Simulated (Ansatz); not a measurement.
All numbers were calculated with Ansatz.

A structure relaxed at PBE0-D4/def2-TZVP, charge 0, multiplicity 1:

```xyz
7

C     0.3767    0.9550   -0.1018
C     1.0068   -0.2050   -0.0922
Ge   -0.8728   -0.4731    0.1223
H     0.6357    2.0029   -0.1972
H     2.0275   -0.5593   -0.1760
H    -1.4525   -0.7766    1.5051
H    -1.7214   -0.9438   -1.0603
```

Problem. Give its formula and SMILES.

Solution. C2H4Ge, `[CH]1=[CH][GeH2]1`.

Problem. Point group (tolerance 0.08 Å, 0.16 Å for H)?

Solution. C2v.

Problem. Summarise the bond lengths by kind.

Solution. 1 × C–C 1.320 Å; 2 × C–Ge 1.911 Å; 2 × C–H 1.084 Å; 2 × Ge–H 1.530 Å.
